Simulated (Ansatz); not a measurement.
Stepwise reaction of `[Cl][GeH2][Cl]` with water, as a gas-phase model of exchange steps in deposition or etching. ΔE in kJ/mol; ΔG adds harmonic PBE0-D4 terms to CCSD(T)/CBS, at 1 bar.

Computed with Ansatz on PBE0-D4/def2-TZVP structures; ΔE is electronic, products minus reactants. CCSD(T)/CBS adds triple-zeta CCSD(T) − MP2 to the extrapolated MP2 energy (def2 sets, frozen cores). This one scheme is used for every species. DFT in def2-TZVPP. B3LYP here is the variant with VWN-RPA as its local correlation; programs differ in this. For Ge outer-core shells are correlated without core-valence functions, which leaves a few kJ/mol of doubt a bond. Scalar relativity is left out up to krypton. Each species was taken in one conformer, which may not be the lowest.

| step | reaction | PBE-D4 | B3LYP-D4 | ωB97M-V | CCSD(T)/CBS | ΔG(600 K) |
| --- | --- | --- | --- | --- | --- | --- |
| 1 | `[Cl][GeH2][Cl]` + H₂O → `[OH][GeH]([Cl])[Cl]` + H₂ | -22.1 | -23.0 | -22.3 | -19.6 | -19.6 |

Give the row of step 2, `[OH][GeH]([Cl])[Cl]` + H₂O → `[OH][Ge]([OH])([Cl])[Cl]` + H₂. (An estimate is asked.)

Computed: 
```json
{"step": "2", "reaction": "`[OH][GeH]([Cl])[Cl]` + H₂O → `[OH][Ge]([OH])([Cl])[Cl]` + H₂", "PBE-D4": "-13.3", "B3LYP-D4": "-15.5", "ωB97M-V": "-15.7", "CCSD(T)/CBS": "-14.0", "ΔG(600 K)": "-13.0"}
```

By hand: ΔE of the 2 steps together at CCSD(T)/CBS.

(-19.6) + (-14.0) = -33.6 kJ/mol, or -16.8 kJ/mol a step.

In ΔE each step is higher than the one before. All are downhill at CCSD(T)/CBS. ΔG lies between -19.6 and -13.0 kJ/mol a step. PBE-D4 differs from CCSD(T)/CBS by -2.5 to 0.7 kJ/mol a step. Isolated molecules leave out the surface, adducts and barriers. Largest T1 diagnostic: 0.011.
